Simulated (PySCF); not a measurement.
**Si3PH7O3**

The system: Si3PH7O3, a molecule; neutral, singlet. The structure, one conformer, was relaxed in the gas phase by PBE0-D3(BJ)/def2-SVP. No frequency run checks that it is a minimum.

SMILES: P[SiH]1O[SiH2]O[SiH2]O1

```xyz
14

O     0.969   -0.237   -1.008
Si   -0.325   -0.311   -2.052
O    -1.698   -0.484   -1.131
Si   -1.954   -0.583    0.509
O    -0.467   -0.476    1.250
Si    1.053   -0.157    0.652
P     1.593    1.950    1.221
H    -0.167   -1.492   -2.939
H    -0.410    0.950   -2.833
H    -2.569   -1.893    0.841
H    -2.814    0.548    0.945
H     1.990   -1.202    1.138
H     2.959    1.779    0.838
H     1.834    1.594    2.584
```
(Å; atoms numbered from 1)

Shieldings: GIAO PBE0/pcSseg-1. Shifts are against computed references at the same level: H TMS (σ 31.27 ppm), Si TMS (σ 352.0 ppm). Core levels by delta-SCF with SCAN, pcX-2 on the ionised atom and pcseg-1 elsewhere, spin-free X2C (2p3/2 is the spin-free 2p value less a third of a first-order spin-orbit splitting); from the vacuum level, for chosen atoms.

Question: Give the shieldings and core levels atom by atom.

Answer: 
| atoms | bonded to | σ (ppm) | δ (ppm) | core level (eV) |
| --- | --- | --- | --- | --- |
| O1 O5 | 2 Si | 234.5 | - | 1s 538.03 |
| Si2 Si4 | 2 O + 2 H | 384.7 | -32.7 | 2p3/2 108.21 |
| O3 | 2 Si | 251.0 | - | 1s 538.11 |
| Si6 | 2 O + 1 P + 1 H | 358.3 | -6.3 | 2p3/2 108.01 |
| P7 | 1 Si + 2 H | 572.8 | - | 2p3/2 136.40 |
| H8 H10 | 1 Si | 26.08 | 5.19 | - |
| H9 H11 | 1 Si | 26.04 | 5.23 | - |
| H12 | 1 Si | 25.23 | 6.04 | - |
| H13 H14 | 1 P | 29.51 | 1.76 | - |

Values are those of this one static structure; atoms that internal rotation interchanges would show their mean in an NMR spectrum.

Question: By CAM-B3LYP/def2-SVPD (TDDFT singlets, Tamm-Dancoff triplets, ionisation by delta-SCF), where does absorption start, and what does vertical ionisation take?

Answer: The lowest singlet lies at 6.50 eV (f 0.005), the strongest of the first 6 at 7.38 eV (f 0.329), the lowest triplet at 5.64 eV; vertical ionisation takes 9.65 eV.
